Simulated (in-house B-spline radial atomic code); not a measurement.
Values are calculated unless marked as measured or tabulated.
# Two electrons in Si: a parabolic dot with ħω = 61 meV in all three directions with a doubly ionised double donor at its centre

For Si the NSM archive of the Ioffe Institute lists m_l = 0.98 m0, m_t = 0.19 m0 and ε = 11.7; the model takes one isotropic valley with the conductivity mass 3/(1/m_l + 2/m_t) = 0.26 m0, and so misses anisotropy and the other valleys. All triplets below are those of one valley; with several valleys two electrons can form a triplet in the 1s orbital itself, at an energy set by the valley splitting. Real donors also feel a central-cell potential, which shifts the ground state; some double donors stay shallow and helium-like, others are deep centres that this model can't describe.

Effective-mass model with parabolic bands, a uniform dielectric constant, no image charges, no central-cell or spin-orbit terms. Two-electron levels come from full CI in B-splines with partial waves to l = 5 (up to 0.001 effective hartree above the limit).

Task: What are the effective units, and what is the potential in them?

Result: Ha* = 27211.386 meV × 0.26/11.7² = 51.68 meV and a* = 0.0529177 nm × 11.7/0.26 = 2.381 nm. The frequency is ω = 1.18 Ha*, with −2/r added.

In these units the lowest s and p orbitals lie at -1.5889 and 1.1492, and their Coulomb and exchange integrals are J_ss = 1.4706, J_sp = 0.9273 and K_sp = 0.1292. Full CI gives -1.8209 for the ground singlet, 0.3330 for the sp triplet, 0.5390 for the sp singlet and 0.9812 for the lowest triplet of two s orbitals.

Task: What does it cost to add the second electron, to first order and exactly?

Result: To first order E = 2ε_s + J_ss = -1.7072, so the charging energy E(2) − 2E(1) is J_ss = 76.01 meV. CI gives -1.8209 − 2 × (-1.5889) = 1.3569, or 70.13 meV: relaxation and correlation lower it by 5.876 meV, 7.7 % of J_ss. The s² configuration of one-electron orbitals holds 97.7 % of the state, and the mean radius is 1.65 nm.

Task: How far above the singlet do the triplets lie?

Result: To first order the sp triplet lies at ε_s + ε_p + J_sp − K_sp = 0.3584, which is 106.8 meV above 2ε_s + J_ss. CI gives 0.3330 − (-1.8209) = 2.1540, or 111.3 meV, 79 % of the orbital spacing of 141.5 meV. The ss triplet lies 144.8 meV up, so the lower of the two is the sp one, and its gap equals k_BT at 1290 K. The sp singlet-triplet splitting is 10.64 meV, against 2K_sp = 13.36 meV.
